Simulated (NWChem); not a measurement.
Everything below was run with NWChem. System: H3BO3, charge 0, spin multiplicity 3, at the geometry of a parent with another charge or spin, in a state set for the comparison that need not be this species' ground state. Its SCF solution wasn't tested for a lower state. Level: UB2PLYP/def2-SVP, 4 core orbitals frozen.

Job file:

```
start mol
memory heap 200 mb stack 900 mb global 1100 mb
geometry units angstroms nocenter noautoz
  O      1.129820    -0.802029     0.000000
  B      0.005669    -0.033474     0.000000
  O      0.148747     1.336741     0.000000
  O     -1.192718    -0.694917     0.000000
  H      1.928155    -0.261242     0.000000
  H     -0.670336     1.842663     0.000000
  H     -1.972955    -0.132406     0.000000
  symmetry group Cs
end
basis spherical
  * library def2-svp
end
dft
  xc hfexch 0.53 becke88 0.47 lyp 0.73 mp2 0.27
  dftmp2
  odft
  mult 3
  semidirect memsize 60000000 filesize 0
  iterations 100
end
mp2
  freeze core 4
end
task dft energy
```

Part of the output:

```
             Northwest Computational Chemistry Package (NWChem) 7.3.0
             --------------------------------------------------------

                                NWChem Input Module
                                -------------------

 Scaling coordinates for geometry "geometry" by  1.889725989
 (inverse scale =  0.529177249)

 Turning off AUTOSYM since
 SYMMETRY directive was detected!

                             Geometry "geometry" -> ""
                             -------------------------

 Output coordinates in angstroms (scale by  1.889725989 to convert to a.u.)

  No.       Tag          Charge          X              Y              Z
 ---- ---------------- ---------- -------------- -------------- --------------
    1 O                    8.0000     1.12982000    -0.80202900     0.00000000
    2 B                    5.0000     0.00566900    -0.03347400     0.00000000
    3 O                    8.0000     0.14874700     1.33674100     0.00000000
    4 O                    8.0000    -1.19271800    -0.69491700     0.00000000
    5 H                    1.0000     1.92815500    -0.26124200     0.00000000
    6 H                    1.0000    -0.67033600     1.84266300     0.00000000
    7 H                    1.0000    -1.97295500    -0.13240600     0.00000000

 Effective nuclear repulsion energy (a.u.)     116.0233137528

            Nuclear Dipole moment (a.u.)
            ----------------------------
        X                 Y               Z
 ---------------- ---------------- ----------------
     0.0000018897     0.0000094486     0.0000000000

      Symmetry information
      --------------------

 Group name             Cs
 Group number              2
 Group order               2
 No. of unique centers     7

      Symmetry unique atoms

     1    2    3    4    5    6    7


 Summary of "ao basis" -> "" (spherical)
 ------------------------------------------------------------------------------
       Tag                 Description            Shells   Functions and Types
 ---------------- ------------------------------  ------  ---------------------
[...]
     2   0 2 0    -19.024974    -60.643834    -54.053815     95.672675
     2   0 1 1     -0.000000      0.000000     -0.000000      0.000000
     2   0 0 2    -17.952083    -10.856815     -7.095267      0.000000

                   NWChem MP2 Semi-direct Energy/Gradient Module
                   ---------------------------------------------

  Basis functions       =     71
  Molecular orbitals    =     71
  Frozen core           =      4
  Frozen virtuals       =      0
  Active alpha occupied =     13
  Active beta occupied  =     11
  Active alpha virtual  =     54
  Active beta virtual   =     56
  Use MO symmetry       = T
  Use skeleton AO sym   = T

  AO/Fock/Back tols     =   1.0D-09  1.0D-09  1.0D-09

 GA uses MA = F    GA memory limited = T

 Available:
  local mem=  4.43D+07
 global mem=  1.44D+08
 local disk=  0.00D+00
  mp2_memr nvloc                    54
  nvloc new                    54
   1 passes of  13:        3145728                      28184                   6080716.
   1 passes of  13: M     44323870           G      144169118           F      41178142.

 Semi-direct pass number   1 of   1  for UHF alpha       at        5.4s
  vrange nnbf                  2544
  mp2_eaftype                    23  avail_ma_in_mb                   386
 EAF : mp2_eaftype filesize          23    3040358.
  mp2_eaf for mointskh                     23
Node 0 wrote     14.3 Mb in      0.0 s     Agg I/O rate:  1428.9 Mb/s
 Done moints_semi at        6.1s
  mp2_eaftype                    23  avail_ma_in_mb                   386
 EAF : mp2_eaftype filesize          23    3040358.
  mp2_eaf for kh                    23
 Done maket at        6.2s
 Done multipass loop at        6.2s

 GA uses MA = F    GA memory limited = T

 Available:
  local mem=  4.43D+07
 global mem=  1.44D+08
 local disk=  0.00D+00
  mp2_memr nvloc                    56
  nvloc new                    56
   1 passes of  11:        3145728                      25991                   5336851.
   1 passes of  11: M     44323870           G      144169118           F      41178142.

 Semi-direct pass number   1 of   1  for UHF beta        at        6.3s
  vrange nnbf                  2544
  mp2_eaftype                    20  avail_ma_in_mb                   386
 EAF : mp2_eaftype filesize          20    2668425.
  mp2_eaf for mointskh                     20
Node 0 wrote     12.5 Mb in      0.0 s     Agg I/O rate:  1784.8 Mb/s
 Done moints_semi at        7.1s
  mp2_eaftype                    20  avail_ma_in_mb                   386
 EAF : mp2_eaftype filesize          20    2668425.
  mp2_eaf for kh                    20
 Done maket at        7.2s
 Done multipass loop at        7.2s

          -------------------------------------------
          DFT energy                    -251.552987461363
          Unscaled MP2 energy             -0.756510297024
          Total DFT+MP2 energy          -251.757245241559
          -------------------------------------------

 -----------------------
 Performance information
 -----------------------

 Timer overhead =  1.98D-07 seconds/call

               Nr. of calls         CPU time (s)                 Wall time (s)                GFlops
             ---------------    -------------------     ------------------------------   -------------------
Name         Min   Avg   Max    Min     Avg     Max     Min     Avg     Max   Mx/calls   Min     Max     Sum
mp2: moin     2     2     2    1.6     1.6     1.6      1.6     1.6     1.6    0.79      0.0     0.0     0.0
mp2: make     2     2     2   0.22    0.22    0.22     0.22    0.22    0.22    0.11      0.0     0.0     0.0
mp2: tota     1     1     1    1.8     1.8     1.8      1.8     1.8     1.8     1.8      0.0     0.0     0.0

 The average no. of pstat calls per process was 5.00D+00
 with a timing overhead of 9.88D-07s

 Task  times  cpu:        7.2s     wall:        7.2s

 Total times  cpu:        7.2s     wall:        7.2s
```
